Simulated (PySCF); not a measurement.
One of the candidates below gave these computed data.

All candidates are C6H8SSi.

* UV, first state: lowest singlet excitation: 5.39 eV (230 nm, f = 0.000) [TDDFT wB97X-D/def2-SVPD]
* 13C NMR: chemical shifts (computed TMS as zero) by class: 141.3 (2 C), 140.7 (1 C), 134.9 (2 C), 133.2 (1 C) ppm [GIAO PBE0/pcSseg-1]
* Dipole: 1.74 D [wB97X-D/def2-SVPD]
* UV, strongest line: among the 8 lowest singlet transitions: S8 at 6.92 eV (179 nm, f = 0.613) [TDDFT wB97X-D/def2-SVPD]
* Polarisability: 114.4 au [wB97X-D/def2-SVPD]
* 1H NMR: chemical shifts (computed TMS as zero) by class: 7.97 (2 H), 7.61 (2 H), 7.55 (1 H), 4.58 (3 H) ppm [GIAO PBE0/pcSseg-1]
* NMR, other nuclei: isotropic shieldings of nuclei other than C and H, by class: 395 (1 Si), 610 (1 S) ppm [GIAO PBE0/pcSseg-1]
* Rotational structure: rotational constants A, B, C: 3.191, 0.870, 0.812 GHz [GFN2-xTB]

Electronic properties: PySCF, gas phase, density fitting. Levels stand in brackets. The structure is a single GFN2-xTB conformer in the gas phase; no vibrational or solvent corrections. NMR values are class means; diastereotopic atoms form classes of their own.

Question: Which candidate is it?
A. `[SiH3]Sc1ccccc1`
B. `c1csc([C@H]2C[SiH2]2)c1`
C. `CC(=S)C1=CC=C[SiH2]1`
D. `C#CC(=C=S)[SiH2]CC`

Answer: A. It is `[SiH3]Sc1ccccc1`. Numbering: `[SiH3:1][S:2][c:3]1[cH:4][cH:5][cH:6][cH:7][cH:8]1`. Its formula, C6H8SSi, gives 4 degrees of unsaturation: 1 ring and 3 π bonds in the structure found (Kekulé form). 6 carbons fall into 4 classes; from least to most shielded: aromatic CH carbon [C4/C8] (141.3 ppm, 2 C), substituted aromatic carbon [C3] (140.7 ppm), aromatic CH carbon [C5/C7] (134.9 ppm, 2 C), aromatic CH carbon [C6] (133.2 ppm). Hydrogen classes from least to most shielded: 2 H on the ortho carbons, C4/C8 (7.97 ppm), 2 H on the meta carbons, C5/C7 (7.61 ppm), 1 H on the para carbon, C6 (7.55 ppm), 3 H on an SiH3 silicon, Si1 (4.58 ppm). The other shieldings belong to: 395 ppm, SiH3 silicon [Si1]; 610 ppm, sulfur bonded to C and Si [S2]. The optimised geometry has point group C1 and is an asymmetric top.

The others, at the same levels:
- `c1csc([C@H]2C[SiH2]2)c1` fails: it has 6 carbon classes against 4; its computed 13C shifts are 162.5 (1 C), 131.5 (1 C), 126.7 (1 C), 125.4 (1 C), 14.9 (1 C), 9.0 (1 C) ppm, 1H shifts are 7.02 (1 H), 6.97 (1 H), 6.74 (1 H), 3.08 (1 H), 2.64 (1 H), 2.44 (1 H), 1.46 (1 H), 0.95 (1 H) ppm and rotational constant A is 3.498 GHz (against 3.191 GHz).
- `C#CC(=C=S)[SiH2]CC` fails: it has 6 carbon classes against 4; its computed 13C shifts are 246.6 (1 C), 91.7 (1 C), 73.4 (1 C), 44.9 (1 C), 10.0 (1 C), 8.7 (1 C) ppm, 1H shifts are 4.59 (2 H), 2.59 (1 H), 1.26 (2 H), 1.14 (3 H) ppm and rotational constant A is 1.951 GHz (against 3.191 GHz).
- `CC(=S)C1=CC=C[SiH2]1` fails: it has 6 carbon classes against 4; its computed 13C shifts are 250.9 (1 C), 163.1 (1 C), 155.6 (1 C), 155.2 (1 C), 148.1 (1 C), 35.0 (1 C) ppm, 1H shifts are 7.41 (1 H), 6.86 (1 H), 6.79 (1 H), 4.78 (2 H), 3.10 (3 H) ppm and rotational constant A is 2.656 GHz (against 3.191 GHz).

Each candidate is one conformer, not necessarily the lowest. Dipoles, sizes and rotational constants follow the conformer. The torsions of the flexible species, by atom-mapped SMILES:
- `[SiH3:1][S:2][c:3]1[cH:4][cH:5][cH:6][cH:7][cH:8]1`: Si1–S2–C3–C4 -105°
- `[cH:1]1[cH:2][s:3][c:4]([C@H:5]2[CH2:6][SiH2:7]2)[cH:8]1`: S3–C4–C5–C6 -26°
- `[CH:1]#[C:2][C:3](=[C:4]=[S:5])[SiH2:6][CH2:7][CH3:8]`: C2–C3–Si6–C7 52°, C3–Si6–C7–C8 -176°
- `[CH3:1][C:2](=[S:3])[C:4]1=[CH:5][CH:6]=[CH:7][SiH2:8]1`: C1–C2–C4–C5 0°
